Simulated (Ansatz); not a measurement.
Ansatz results at the PBE0-D4/def2-TZVP geometry: LUMO energy (PBE/def2-TZVPP) -1.52 eV; HOMO–LUMO gap (B3LYP/def2-TZVPP) 5.41 eV; LUMO energy (B3LYP/def2-TZVPP) -0.95 eV.

Question: Which molecule gave them?
A. `[GeH3][TeH]`
B. `C[Te][GeH3]`
C. H₂Te
D. `CC[Te]B(O)O`

Answer: C. The others give `[GeH3][TeH]`: -1.69, 5.09, -1.15; `CC[Te]B(O)O`: -1.16, 5.30, -0.58; `C[Te][GeH3]`: -1.57, 4.83, -1.02.

B3LYP here is the variant with VWN-RPA as its local correlation; programs differ in this.
